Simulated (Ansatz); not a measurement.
Molecule: sum formula SiBrCl₂, charge 0, multiplicity 2. It need not be the lowest isomer of its formula. 
Coordinates optimised at B3LYP-D3(BJ)/def2-TZVP (Ansatz, a program for electronic structure):
```
Si
Cl 1 2.0596
Cl 1 2.0596 2 109.01
Br 1 2.2330 2 109.80 3 120.32
```
Charge 0, spin multiplicity 2.

Quantity: atomisation energy (electronic, to ground-state atoms), in kcal/mol. Cores are frozen in the correlated levels unless marked. UHF or UKS for open shells. No spin-orbit coupling. The frozen core is the preceding noble-gas configuration, with the filled d and f shells of earlier blocks. Non-relativistic. The coupled-cluster limit lacks core correlation, which all-electron functionals hold. CBS marks a two-point X^-3 extrapolation of the correlation energy; Hartree-Fock from the larger set.

```json
[
 {"level": "HF/6-31G*", "program": "Ansatz", "atomisation energy (kcal/mol)": "176.6"},
 {"level": "HF/def2-QZVPP", "program": "Ansatz", "atomisation energy (kcal/mol)": "189.3"}
]
```

Q: What does CCSD(T)/CBS(def2-TZVPP,def2-QZVPP) (Ansatz) give?

A: 262.7 kcal/mol
